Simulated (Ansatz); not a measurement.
The molecule NaC+, multiplicity 3 (lowest of 2S+1 = 1, 3, 5 at CCSD(T)/def2-TZVPP on PBE0 minima; our sources give no spin for the ground state, which may be another).

Seven points along R, fitted to fifth degree in 1/R; most abundant isotopes. Runs in def2 and cc sets follow the lowest solution found near the PBE0 minimum.

Programs: Ansatz (Gaussian orbitals). 

```tsv
level	r_e (Å)	ω_e (cm⁻¹)	α_e (cm⁻¹)	ω_e x_e (cm⁻¹)
SVWN5/def2-TZVPP	2.649	195	0.0078	3.9
PBE/def2-TZVPP	2.734	179	0.0076	4.0
r2SCAN/def2-TZVPP	2.727	179	0.0079	4.0
B97M-V/def2-TZVPP	2.739	176	0.0079	4.0
B3LYP/def2-TZVPP	2.717	181	0.0077	3.9
PBE0/def2-TZVPP	2.712	183	0.0079	4.5
BHLYP/def2-TZVPP	2.678	192	0.0080	4.3
CAM-B3LYP/def2-TZVPP	2.682	189	0.0079	4.1
wB97X-V/def2-TZVPP	2.721	182	0.0079	4.2
wB97M-V/def2-TZVPP	2.739	176	0.0078	4.0
B2PLYP/def2-TZVPP	2.705	184	0.0078	4.0
CCSD/def2-TZVPP	2.735	175	0.0076	3.7
CCSD/def2-QZVPP	2.702	177	0.0088	3.6
CCSD(T)/def2-TZVPP	2.734	175	0.0076	3.7
CCSD(T)/def2-QZVPP	2.701	178	0.0088	3.6
```

Correlated levels freeze the inner cores; with def2 sets outer-core shells near the valence are correlated too.

Ansatz is an electronic-structure program.
